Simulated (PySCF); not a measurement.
Species: C6H3F3O3.
Atom-mapped SMILES: `[CH3:1][C:2]([F:3])([F:4])[C:5]1=[C:6]([F:7])[C:8](=[O:9])[O:10][C:11]1=[O:12]`

NICS is the negative of the GIAO shielding at a point without a nucleus: at the ring centre (0) and 1 Å above and below it (1); zz is the component along the ring normal. Level: GIAO B3LYP/pcSseg-2 (PySCF, non-relativistic, gas phase) on the PBE0-D3(BJ)/def2-SVP geometry, one conformer.

Ring bond lengths (Å): C5–C6 1.339, C6–C8 1.498, C8–O10 1.366, O10–C11 1.383, C11–C5 1.485.

**Question.** What do the NICS probes read (ppm)?

**Answer.** 
```
            ring                                                     type  NICS(0)  NICS(1), two faces  NICS(1)zz, two faces  rms pucker (Å)  centre to ring atoms, mean (Å)
C5–C6–C8–O10–C11  5-membered ring with O; formal bonds 1 double, 4 single     -2.5         -2.1 / -2.3           -0.4 / -0.5            0.00                            1.20
```

**Question.** What do they say, and how far can they be read as aromaticity?

**Answer.** 
- C5–C6–C8–O10–C11: mean NICS(1)zz -0.5 ppm, near zero. That is too small in size for a clear verdict by the NICS criterion.

**Question.** And the bond-length index? HOMA = 1 − mean of α(R − Ropt)² over the ring bonds, with Krygowski's 1993 parameters (CC: Ropt 1.388 Å, α 257.7 Å⁻²; CO: Ropt 1.265 Å, α 157.38 Å⁻²).

**Answer.** 
- C5–C6–C8–O10–C11: HOMA -0.99; the largest term is that of C6–C8, α(R − Ropt)² = 3.11. The geometric and the magnetic index point the same way.

**Question.** What is the mean of the two in-plane components of NICS at the first NICS(1) probe listed for ring C5–C6–C8–O10–C11, 1 Å off the ring?

**Answer.** The isotropic value is a third of the trace: (3 × -2.1 − (-0.4))/2 = -3.0 ppm.

**Question.** List the ring angles.

**Answer.** 
- C5–C6–C8–O10–C11: C5 105.9°, C6 109.5°, C8 106.3°, O10 109.6°, C11 108.6°; sum 540.0° against 540° for a flat convex ring.

**Question.** How shielded are the nuclei of the rings and their hydrogens (means over atoms taken as equivalent)?

**Answer.** 
```tsv
atoms	environment	σ isotropic (ppm)	principal values of the symmetric part, first atom (ppm)
C5	fully substituted alkene carbon	51.5	-51.6, 77.8, 128.3
C6	vinylic C–F carbon	11.5	-85.3, 51.5, 68.4
C8	anhydride carbonyl carbon	12.1	-90.7, 53.1, 73.8
O10	anhydride bridging oxygen	22.4	-87.2, 7.2, 147.1
C11	anhydride carbonyl carbon	8.9	-99.4, 57.3, 68.8
```

**Question.** How do the values depend on the level or the medium?

**Answer.** 
```csv
level,"NICS(0), C5–C6–C8–O10–C11","mean NICS(1)zz, C5–C6–C8–O10–C11"
"B3LYP/pcSseg-2, gas",-2.5,-0.5
"PBE0/pcSseg-1, gas",-3.2,-1.3
```

The geometry is the same throughout.

Hardware: 2 threads of an AMD EPYC 9R45, no GPU, on a shared host. Cost: 45 s wall, 1.8 min CPU, 3.4 GiB resident at most. This is the whole shielding run at B3LYP/pcSseg-2, SCF included.

The values belong to the conformer `[CH3:1][C:2]([F:3])([F:4])[C:5]1=[C:6]([F:7])[C:8](=[O:9])[O:10][C:11]1=[O:12]`: C1–C2–C5–C6 -132°.
